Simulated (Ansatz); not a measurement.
A nudged elastic band was laid between two geometries of AlBH$_{5}$OS (9 atoms, charge 1, multiplicity 1).

Theory: RKS B3LYP/6-31G* (Ansatz).

```yaml
movable_images: 9
climbing_image: from the first iteration
spring: 5.0 eV/Å²
optimiser: lbfgs
start_path: IDPP
force_threshold: 0.05 eV/Å
iteration_limit: 42
end_points: relaxed
```

Image 0:

```xyz
9
Properties=species:S:1:pos:R:3
B 1.647 1.809 -0.368
Al 0.540 0.002 -0.554
O -0.972 -0.041 0.492
S -2.128 -1.099 0.673
H 1.417 2.734 -1.083
H 2.506 1.914 0.452
H 0.517 -1.400 -1.294
H -1.765 -1.767 1.807
H -1.761 -2.152 -0.125
```

Image 10:

```xyz
9
Properties=species:S:1:pos:R:3
B 1.550 1.851 -0.354
Al 0.861 -0.150 -0.569
O -0.740 -0.382 0.330
S -1.629 -1.687 0.452
H 1.223 2.695 -1.129
H 2.274 2.153 0.543
H 1.225 -1.533 -1.236
H -1.887 -1.736 1.791
H -2.877 -1.212 0.172
```

(1) What changes between the two ends?

(2) What energy profile does the band end with?

(3) What is the geometry of the highest image?

Answers

(1) No bond is made or broken. The height of S4 over the plane of its neighbours goes from -0.67 to 0.69 Å.

(2) The forces met the threshold. The highest image is number 5 of 0 to 10, 1.69 eV above the first end and 1.71 eV above the last; the last end lies 0.02 eV below the first. The order of the stationary point at the top wasn't checked. Limits of this set-up: the dipole of an ion depends on the origin.

```
image  path coordinate (Å)  energy (eV)  height of S4 over the plane of its neighbours (Å)
    0                 0.00         0.00                                              -0.67
    1                 0.28         0.01                                              -0.66
    2                 0.57         0.02                                              -0.65
    3                 0.87         0.09                                              -0.60
    4                 1.16         0.88                                              -0.32
    5                 1.45         1.69                                               0.01
    6                 1.75         0.89                                               0.34
    7                 2.05         0.13                                               0.60
    8                 2.35         0.00                                               0.68
    9                 2.65        -0.01                                               0.68
   10                 2.94        -0.02                                               0.69
```

(3) 
```xyz
9
Properties=species:S:1:pos:R:3
B 1.451 1.993 -0.335
Al 0.776 -0.016 -0.550
O -0.837 -0.147 0.365
S -1.674 -1.471 0.661
H 1.108 2.833 -1.107
H 2.167 2.294 0.569
H 1.085 -1.417 -1.207
H -1.720 -1.960 1.909
H -2.355 -2.109 -0.305
```

Time of the run: 29 min on 1 thread of Arm Neoverse N1, on a shared host, peak memory 0.16 GiB.
